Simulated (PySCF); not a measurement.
## Ca (calcium, neutral) across methods

[Ar] 4s1 5s1, 5s spin antiparallel (an excited configuration). All numbers are calculated (PySCF 2.14, scalar relativity by spin-free X2C-1e, in aug-cc-pVTZ-X2C). The B2PLYP total includes its PT2 part (frozen core); its orbital energies are those of the SCF part.

```
   method  E (hartree)  mean ε 3p β (eV)  mean ε 4s α (eV)  mean ε 5s β (eV)  Σ⟨r²⟩ (bohr²)   ⟨S²⟩
    HSE06     -680.304           -30.000            -3.981            -3.981          52.94  0.000
   r2SCAN     -680.409           -29.021            -3.825            -3.825          53.76  0.000
      PBE     -680.239           -28.095            -3.760            -3.760          52.82  0.000
     PW91     -680.463           -28.162            -3.791            -3.791          52.74  0.000
   B2PLYP     -680.254           -32.602            -4.681            -4.681          53.87  0.000
      LDA     -678.589           -28.065            -3.859            -3.859          52.08  0.000
BHandHLYP     -680.471           -32.537            -4.746            -4.746          53.27  0.000
      UHF   -679.63672           -36.434            -5.341            -5.341          56.21  0.000
     PBE0     -680.281           -30.447            -4.328            -4.328          53.11  0.000
```

The outer electron is Rydberg-like, and this basis confines it to a smaller radius and binds it less than a complete one would. With the s spin flipped the determinant is a mixture of two multiplicities, not a spectroscopic state.
